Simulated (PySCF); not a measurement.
## Field gradients at the hydrogen positions

Species: C₇H₉FO.
Cartesian coordinates in Å at the GFN2-xTB level; atoms count from 1:
```xyz
18
C7H9FO angstrom
C      3.0138   -0.5603    0.3438
C      1.7242   -0.5757    0.0071
C      0.9500    0.6287   -0.1208
C     -0.3667    0.6942   -0.4136
C     -1.2674   -0.4903   -0.6269
C     -1.8088   -1.0048    0.7092
C     -1.0430    1.9835   -0.4929
O     -2.1823    2.2175   -0.7300
F     -0.2012    3.0443   -0.2545
H      3.5867   -1.4660    0.4423
H      3.5348    0.3631    0.5377
H      1.2268   -1.5175   -0.1743
H      1.4965    1.5495    0.0398
H     -2.1063   -0.1805   -1.2522
H     -0.7301   -1.2880   -1.1405
H     -0.9942   -1.3095    1.3626
H     -2.3789   -0.2248    1.2075
H     -2.4627   -1.8571    0.5440
```

Level: PBE0/pcSseg-1 (PySCF, non-relativistic); Q(2H) = 0.00286 b; rigid geometry, the same for H and D, with no vibrational averaging.

Problem. Rank these positions by the coupling χzz of a deuteron there, largest first.
A. H14 (methylene hydrogen)
B. H15 (methylene hydrogen)
C. H10 (vinylic hydrogen)
D. H16 (methyl hydrogen)
E. H12 (vinylic hydrogen)

Solution. C (225 kHz), E (218 kHz), D (210 kHz), B (206 kHz), A (200 kHz).

Problem. Tabulate Vzz, the asymmetry η and χzz = 234.96 MHz × Q × Vzz for every hydrogen position.

Solution. 
```json
{"atom": "H10", "bonded to": "C1", "bond length (Å)": "1.076", "Vzz (au)": "0.3355", "η": "0.04", "χzz (kHz)": "225"}
{"atom": "H11", "bonded to": "C1", "bond length (Å)": "1.078", "Vzz (au)": "0.3317", "η": "0.05", "χzz (kHz)": "223"}
{"atom": "H12", "bonded to": "C2", "bond length (Å)": "1.080", "Vzz (au)": "0.3245", "η": "0.06", "χzz (kHz)": "218"}
{"atom": "H13", "bonded to": "C3", "bond length (Å)": "1.083", "Vzz (au)": "0.3130", "η": "0.05", "χzz (kHz)": "210"}
{"atom": "H14", "bonded to": "C5", "bond length (Å)": "1.091", "Vzz (au)": "0.2969", "η": "0.04", "χzz (kHz)": "200"}
{"atom": "H15", "bonded to": "C5", "bond length (Å)": "1.090", "Vzz (au)": "0.3065", "η": "0.02", "χzz (kHz)": "206"}
{"atom": "H16", "bonded to": "C6", "bond length (Å)": "1.088", "Vzz (au)": "0.3132", "η": "0.03", "χzz (kHz)": "210"}
{"atom": "H17", "bonded to": "C6", "bond length (Å)": "1.087", "Vzz (au)": "0.3131", "η": "0.03", "χzz (kHz)": "210"}
{"atom": "H18", "bonded to": "C6", "bond length (Å)": "1.087", "Vzz (au)": "0.3167", "η": "0.02", "χzz (kHz)": "213"}
```

Problem. How does χzz go with the bond length over the 9 C–H bonds?

Solution. A straight-line fit has a slope of -14.1 kHz for each 0.01 Å, with a correlation coefficient of -0.94, over lengths from 1.076 to 1.091 Å. The longer bonds have the smaller couplings here.

Problem. A static deuteron (I = 1) shows a doublet split by (3/2)χ, (3/4)χ(1 + η) and (3/4)χ(1 − η) with the field along z, y and x of the gradient. What are these for H18?

Solution. With |χ| = 212.8 kHz and η = 0.022: 319, 163 and 156 kHz, to first order and without motion.

Geometry: GFN2-xTB, one conformer, isolated molecule. GFN2-xTB bond lengths can be off by several hundredths of an ångström, more for odd bonds, and the gradients follow them. The basis is small and wasn't made for field gradients, so the couplings can be 20 % off.

The run behind these numbers computed NMR shieldings as well. The run took about 1.7 min of CPU time (one thread, shared machine).
